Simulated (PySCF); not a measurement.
Method: PBE-D3(BJ)/def2-TZVP // TPSS-D3(BJ)/def2-SVP in PySCF 2.14.0. Isolated molecules, 0 K electronic values unless said otherwise. 

Reference species: [Zr(Br)4] (neutral, multiplicity 1).

```yaml
LUMO: -3.64 eV
charge on the central atom (Mulliken): 1.14 e
mean_distance_from_the_central_atom_to_its_bonded_neighbours: 2.484 Å
HOMO: -7.66 eV
```

Changed species: [Zr(Cl)(Br)3] (3 of 4 Cl replaced by Br; the reference has 4 of 4 Cl replaced by Br).

Problem. Predict the effect on the LUMO, charge on the central atom (Mulliken), mean distance from the central atom to its bonded neighbours and HOMO.

Solution. the LUMO hardly moves; the charge on the central atom (Mulliken) hardly moves; the mean distance from the central atom to its bonded neighbours decreases by 0.036 Å, to 2.448 Å; the HOMO hardly moves.
